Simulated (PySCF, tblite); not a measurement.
Isomers of C5H5O2S (doublet state). Level: GFN2-xTB in tblite, geometry and Hessian alike; calculated harmonic values, unscaled, isolated species. The method is semi-empirical: single wavenumbers can be off by several per cent or more. One conformer each. Open shells enter through the occupations alone, without spin polarisation, and single modes of such species can be off by tens of per cent.

Electronic energies: B3LYP/pcH-1 single points on the GFN2-xTB geometries (PySCF, gas phase).

```
                SMILES  electronic energy, lowest = 0 (kcal/mol)
     O=C(O)C1=CS[CH]C1                                       5.2
        O[C](O)c1ccsc1                                      15.5
     CSC1=C[CH]C(=O)O1                                       0.0
C#C[C@H]1C[CH]S1(=O)=O                                     125.7
     C#C[C]1CCS1(=O)=O                                     109.3
      CSC1=[C]CC(=O)O1                                      50.1
C#C[C@H]1[CH]CS1(=O)=O                                     126.0
```

How do GFN2-xTB zero-point energies change the relative energies?

| SMILES | ZPE (kcal/mol) | of it from modes above 1550 cm⁻¹ | electronic (kcal/mol) | with ZPE, lowest = 0 (kcal/mol) | lowest mode (cm⁻¹) | rings |
| --- | --- | --- | --- | --- | --- | --- |
| CSC1=C[CH]C(=O)O1 | 55.3 | 24.7 | 0.0 | 0.0 | 72 | 1 |
| O=C(O)C1=CS[CH]C1 | 54.8 | 24.7 | 5.2 | 4.8 | 74 | 1 |
| O[C](O)c1ccsc1 | 54.8 | 25.9 | 15.5 | 15.1 | 108 | 1 |
| CSC1=[C]CC(=O)O1 | 54.5 | 24.1 | 50.1 | 49.3 | 69 | 1 |
| C#C[C]1CCS1(=O)=O | 53.8 | 25.0 | 109.3 | 107.8 | 40 | 1 |
| C#C[C@H]1C[CH]S1(=O)=O | 53.1 | 25.2 | 125.7 | 123.6 | 53 | 1 |
| C#C[C@H]1[CH]CS1(=O)=O | 52.6 | 25.4 | 126.0 | 123.3 | 76 | 1 |

The zero-point energies span 2.7 kcal/mol, from `C#C[C@H]1[CH]CS1(=O)=O` to `CSC1=C[CH]C(=O)O1`. The lowest isomer stays, but the order above it changes.

And how do the electronic energies of GFN2-xTB itself compare?

`CSC1=C[CH]C(=O)O1` 0.0; `O=C(O)C1=CS[CH]C1` 14.6; `O[C](O)c1ccsc1` 14.3; `CSC1=[C]CC(=O)O1` 48.5; `C#C[C]1CCS1(=O)=O` 77.0; `C#C[C@H]1C[CH]S1(=O)=O` 93.7; `C#C[C@H]1[CH]CS1(=O)=O` 88.8 kcal/mol, lowest = 0. Against the energies above, taken from the same isomer `CSC1=C[CH]C(=O)O1`, the largest difference is 37.2 kcal/mol.

What do entropy and thermal enthalpy add at 298.15 K and 1 bar (rigid rotor, harmonic oscillator, one conformer each)?

| SMILES | point group | symmetry number | S (cal/(mol K)) | H − H(0) (kcal/mol) | ZPE + H − H(0) − TS (kcal/mol) |
| --- | --- | --- | --- | --- | --- |
| CSC1=C[CH]C(=O)O1 | Cs | 1 | 90.3 | 5.62 | 34.0 |
| O=C(O)C1=CS[CH]C1 | Cs | 1 | 89.0 | 5.51 | 33.8 |
| O[C](O)c1ccsc1 | Cs | 1 | 88.7 | 5.63 | 34.0 |
| CSC1=[C]CC(=O)O1 | C1 | 1 | 90.9 | 5.73 | 33.1 |
| C#C[C]1CCS1(=O)=O | Cs | 1 | 92.8 | 5.95 | 32.1 |
| C#C[C@H]1C[CH]S1(=O)=O | C1 | 1 | 92.1 | 5.97 | 31.6 |
| C#C[C@H]1[CH]CS1(=O)=O | C1 | 1 | 92.3 | 6.09 | 31.1 |

S holds R ln(2S + 1) for the spin.
